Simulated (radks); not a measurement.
The nuclear charge of the gallium ion Ga2+ is varied continuously with 29 electrons held in [Ar] 3d10 4s1. All-electron calculation, Dirac Kohn-Sham, PBE, spin-unpolarised, spherical densities, point nucleus. Program: a radial shooting solver on a logarithmic mesh with Libxc functionals. By the Hellmann-Feynman theorem dE/dZ = E(electron-nucleus)/Z, the electronic potential at the nucleus.

Z     E (hartree)  E(electron-nucleus)/Z (hartree)   HOMO  e(HOMO) (eV)  <r> HOMO (bohr)
30.5  -1868.56752                         -147.313  4s1/2       -19.726            2.223
30.6  -1883.33123                         -147.961  4s1/2       -20.947            2.191
30.7  -1898.15966                         -148.608  4s1/2       -22.192            2.161
30.8  -1913.05280                         -149.255  4s1/2       -23.460            2.132
30.9  -1928.01064                         -149.902  4s1/2       -24.752            2.104
31    -1943.03314                         -150.548  4s1/2       -26.067            2.077
31.1  -1958.12030                         -151.195  4s1/2       -27.405            2.051
31.2  -1973.27211                         -151.841  4s1/2       -28.766            2.025
31.3  -1988.48855                         -152.488  4s1/2       -30.150            2.001
31.4  -2003.76962                         -153.134  4s1/2       -31.555            1.977
31.5  -2019.11531                         -153.780  4s1/2       -32.983            1.954
31.6  -2034.52561                         -154.426  4s1/2       -34.433            1.932
31.7  -2050.00052                         -155.072  4s1/2       -35.905            1.910
31.8  -2065.54003                         -155.718  4s1/2       -37.399            1.889
31.9  -2081.14415                         -156.364  4s1/2       -38.914            1.869
32    -2096.81287                         -157.010  4s1/2       -40.451            1.849

The central difference of E at Z = 31 is -150.548 hartree, to compare with the third column; the second derivative is -6.47 hartree.
